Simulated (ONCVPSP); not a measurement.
# Before and after: ONCV potential for Mo (Z = 42)

- Element: molybdenum
- Generator: ONCVPSP 4.0.1
- Type: optimised norm-conserving Vanderbilt (ONCV)
- Functional: PBE
- Relativity: scalar-relativistic
- Frozen core: [Ar] 3d10
- Valence charge: 14
- Reference configuration: 4s2 4p6 4d5 (charge +1)
- Partial waves: 4s: rc 1.65 bohr, ncon 4, nbas 7, qcut 9.3 1/bohr, 2 projectors, debl 3.8 Ha; 4p: rc 1.55 bohr, ncon 5, nbas 8, qcut 7.6 1/bohr, 2 projectors, debl 0.8 Ha; 4d: rc 2.05 bohr, ncon 4, nbas 9, qcut 7.7 1/bohr, 1 projector
- Local potential: polynomial inside 1.50 bohr (lpopt 5, dvloc0 3 Ha)
- Core correction: Teter function, fcfact 5, rcfact 1.3

In the p channel the program set the typed energies aside and used -1.664, 0.250 Ha.

All-electron outer shells of the reference configuration (PBE, scalar-relativistic, ld1.x):

| shell | level (eV) | outermost node (bohr) | outermost maximum (bohr) |
| --- | --- | --- | --- |
| 4s | -71.11 | 0.51 | 0.99 |
| 4p | -45.29 | 0.52 | 1.08 |
| 4d | -10.41 | 0.53 | 1.38 |

Change: d: qcut 5.2.

Cutoffs: the cutoffs (Ha) at which the residual kinetic energy of the hardest occupied pseudo-wave falls to 1 and 0.1 mHa per electron; they do not see the model core or the augmentation charge, which bear on the density cutoff. Errors are all-electron minus pseudo energies relative to the spin-unpolarised reference configuration.

**Question.** Predict the effect on cutoff, ghosts and configuration errors.

**Answer.** The potential gets neither clearly harder nor softer (26 Ha and 60 Ha → 26 Ha and 63 Ha); the s channel sets the loose cutoff, while the largest relative change is in d, which becomes softer; of the 4 tests that both files solve, the error grows in 4 and shrinks in 0 by more than 15 % and 0.3 meV (median size 2.5 → 14.8 meV); neither file shows a bound ghost.

| quantity | base | changed |
| --- | --- | --- |
| cutoff, loose | 26 Ha | 26 Ha |
| cutoff, tight | 60 Ha | 63 Ha |
| loose cutoff by channel | s 26 Ha, p 25 Ha, d 18 Ha | s 26 Ha, p 25 Ha, d 14 Ha |
| bound ghosts | none | none |
| GHOST(+) flags under 300 eV | none | none |
| error for 4s2 4p6 4d5 5s1, meV [ΔE -6.89 eV] | +1.4 | +2.6 |
| error for 4s2 4p6 4d4, meV [ΔE 15.46 eV] | -0.1 | +1.1 |
| error for 4s2 4p6 4d3, meV [ΔE 42.21 eV] | +3.6 | +27 |
| error for 4s1 4p6 4d5 5s1, meV [ΔE 63.31 eV] | -74 | -144 |
| s: phases at 1.68 bohr within 0.05 rad from the reference energy up to (Ha; the scan ends near 5) | to the end of the scan | to the end of the scan |
| p: phases at 1.57 bohr within 0.05 rad from the reference energy up to (Ha; the scan ends near 5) | to the end of the scan | to the end of the scan |
| d: phases at 2.08 bohr within 0.05 rad from the reference energy up to (Ha; the scan ends near 5) | 1.7 | 1.3 |
| rms error of d²Exc/dni dnj with the model core, mHa | 0.60 | 0.61 |
